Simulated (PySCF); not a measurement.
CrO3, SMILES [O]=[Cr](=[O])=[O], multiplicity 1.

Geometry optimised at PBE-D3(BJ)/def2-SVP. The spin state was assumed, not searched. The isomer is the one that the SMILES or the coordinates give; other isomers of the formula were not compared.

The numbers are results of PBE-D3(BJ)/def2-SVP run with PySCF 2.14.0, not measurements.

Frequencies are harmonic and unscaled.

Modes within 1.5 cm⁻¹ of each other (mostly degenerate sets) share a row, with their intensities summed.

Computed harmonic wavenumbers and intensities:
```json
[
 {"mode": "1", "ν (cm⁻¹)": "264", "IR (km/mol)": "51.5", "moving atoms (share of kinetic energy)": "O 59 %, Cr 41 %"},
 {"mode": "2–3", "ν (cm⁻¹)": "384", "IR (km/mol)": "0.8", "moving atoms (share of kinetic energy)": "O 88 %, Cr 12 %"},
 {"mode": "4", "ν (cm⁻¹)": "1003", "IR (km/mol)": "6.4", "moving atoms (share of kinetic energy)": "O 93 %"},
 {"mode": "5–6", "ν (cm⁻¹)": "1074", "IR (km/mol)": "291.5", "moving atoms (share of kinetic energy)": "O 68 %, Cr 32 %"}
]
```
